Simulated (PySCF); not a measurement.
**Energy of Rh²⁺ (rhodium, charge +2) between two integer charges**

The 4d beta orbital of [Kr] 4d7 is emptied in steps (occupation f), with all orbitals relaxed, ending at [Kr] 4d6. Calculation: PySCF 2.14, in aug-cc-pVTZ-PP with ECP28MDF (6s6p5d3f2g, 88 functions); scalar relativity through the core potential. The exact energy is a straight line in f; departures are measured from the line between the end points of the same method.

| f | HSE06 (eV) |
| --- | --- |
| 1 | 0.000 |
| 0.8 | -0.773 |
| 0.6 | -1.161 |
| 0.4 | -1.163 |
| 0.2 | -0.775 |
| 0 | 0.000 |

| method | E(f=0) − E(f=1) (eV) | −ε at f=1 (eV) | −ε at f=0.4 (eV) |
| --- | --- | --- | --- |
| HSE06 | 30.957 | 26.137 | 31.922 |

Orbital energy along the path (eV):

```csv
f,HSE06
1,-26.137
0.8,-28.050
0.6,-29.980
0.4,-31.922
0.2,-33.864
0,-35.791
```

Reference removal energy between the ground levels: 31.06 eV (semi-empirical (NIST evaluation); NIST Atomic Spectra Database, ionization energies). The calculation has no spin-orbit coupling. The determinant left behind need not be the lowest term of the ion.
